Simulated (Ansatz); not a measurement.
Consider the ligand exchange at the Sn–F bond: `[OH][Sn][F]` + HBr → `[OH][Sn][Br]` + H–F.

Calculated with Ansatz (gas phase, PBE0-D4/def2-TZVP geometries, no zero-point term in ΔE). CCSD(T)/CBS is the MP2 limit (def2-TZVPP, def2-QZVPP) plus CCSD(T) − MP2 in def2-TZVPP, frozen cores. This one scheme is used for every species. Elements past krypton have def2 core potentials. For Br, Sn outer-core shells are correlated without core-valence functions, which leaves a few kJ/mol of doubt a bond. Scalar relativity is left out up to krypton. Each species was taken in one conformer, which may not be the lowest.

```csv
species,MP2/def2-QZVPP energy (Eh)
`[OH][Sn][F]`,-389.45938
HBr,-2573.65765
`[OH][Sn][Br]`,-2862.76780
H–F,-100.36692
```

Q: Work out ΔE.

A: ΔE = (-2862.76780) + (-100.36692) − (-389.45938) − (-2573.65765) = -0.01769 Eh = -0.48 eV. CCSD(T)/CBS gives -0.44 eV.

Largest T1 diagnostic among the species: 0.018.

From BLYP to BHLYP (50 % exact exchange), in def2-TZVPP and without D4, ΔE moves by −0.13 eV. Leaving LDA and LC-ωPBE aside and taking each functional with its dispersion term where it has one, the values, not all of them listed here, spread over 0.20 eV, from HSE06-D4 to B97M-V.
